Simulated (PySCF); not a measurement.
**Nuclear quadrupole coupling in `C=C[C@@H](C#N)[Si@H](C)P`**

Species: C₅H₁₀NPSi.
Structure used (GFN2-xTB), in Å, numbered top down from 1:
```
atom  x, y, z in Å
C1     2.3472    1.1765   -0.7138
C2     1.5417    1.1165    0.3318
C3     0.7882   -0.1111    0.7218
C4     0.6774   -0.2397    2.1384
N5     0.5564   -0.3291    3.2736
Si6   -1.0015   -0.0398   -0.0318
C7    -1.9378   -1.6159    0.4682
P8    -0.6214   -0.0559   -2.2454
H9     2.8566    2.0843   -0.9868
H10    2.5341    0.3148   -1.3349
H11    1.3640    1.9871    0.9488
H12    1.2823   -1.0019    0.3220
H13   -1.6688    1.1568    0.5074
H14   -2.9844   -1.5539    0.1876
H15   -1.8887   -1.7755    1.5410
H16   -1.5190   -2.4922   -0.0204
H17   -1.9538    0.0829   -2.5879
H18   -0.3814    1.3023   -2.3512
```

Field gradients from the PBE0/pcSseg-1 density (PySCF, non-relativistic), principal values in atomic units, ordered |Vxx| ≤ |Vyy| ≤ |Vzz|:

```json
{"atom": "N5", "Vxx": "0.3953", "Vyy": "0.5439", "Vzz": "-0.9392"}
```

**Question.** Find the asymmetry η = (Vxx − Vyy)/Vzz and the couplings χ = eQV/h (234.96 MHz × Q in barn × V in au), with Q(14N) = 0.02044 b.

**Answer.** 
```csv
atom,environment,nucleus,η,χzz (MHz),χxx (MHz),χyy (MHz)
N5,nitrile nitrogen,14N,0.16,-4.511,1.899,2.612
```

The tensor is traceless: Vxx + Vyy + Vzz = 0.

**Question.** What is Vzz at N5 in SI units (1 au = 9.71736 × 10²¹ V/m²)?

**Answer.** -0.9392 au = -9.127 × 10²¹ V/m².

**Question.** And the gradient at the other heavy atoms, for which no coupling is worked out here?

**Answer.** 
```csv
atom,environment,Vzz (au),η
C1,terminal =CH2 carbon,0.294,0.36
C2,alkene CH carbon,0.290,0.91
C3,sp3 carbon bound to silicon,0.161,0.68
C4,nitrile carbon,-0.400,0.06
Si6,SiH silicon,0.317,0.80
C7,Si-methyl carbon,0.012,0.56
P8,three-coordinate phosphorus,-0.944,0.35
```

**Question.** What couplings would deuterons (Q(2H) = 0.00286 b) have in place of the hydrogens, at this geometry?

**Answer.** 
| atom | bonded to | bond length (Å) | Vzz (au) | η | χzz (kHz) |
| --- | --- | --- | --- | --- | --- |
| H9 | C1 | 1.076 | 0.3381 | 0.05 | 227 |
| H10 | C1 | 1.079 | 0.3315 | 0.06 | 223 |
| H11 | C2 | 1.082 | 0.3206 | 0.07 | 215 |
| H12 | C3 | 1.094 | 0.2987 | 0.06 | 201 |
| H13 | Si6 | 1.472 | 0.1553 | 0.03 | 104 |
| H14 | C7 | 1.085 | 0.3258 | 0.00 | 219 |
| H15 | C7 | 1.086 | 0.3214 | 0.01 | 216 |
| H16 | C7 | 1.087 | 0.3211 | 0.01 | 216 |
| H17 | P8 | 1.383 | 0.2164 | 0.07 | 145 |
| H18 | P8 | 1.383 | 0.2147 | 0.07 | 144 |

The structure is a single GFN2-xTB conformer in the gas phase; no vibrational or solvent corrections. GFN2-xTB bond lengths can be off by several hundredths of an ångström, more for odd bonds, and the gradients follow them. These gradients aren't converged with respect to the basis.

The run behind these numbers computed NMR shieldings as well. On one thread of an Intel Xeon at 2.50 GHz, shared host with 64 logical CPUs at a one-minute load of 63, this took 2.0 min wall, 90 s CPU and 0.91 GiB of memory at its peak.
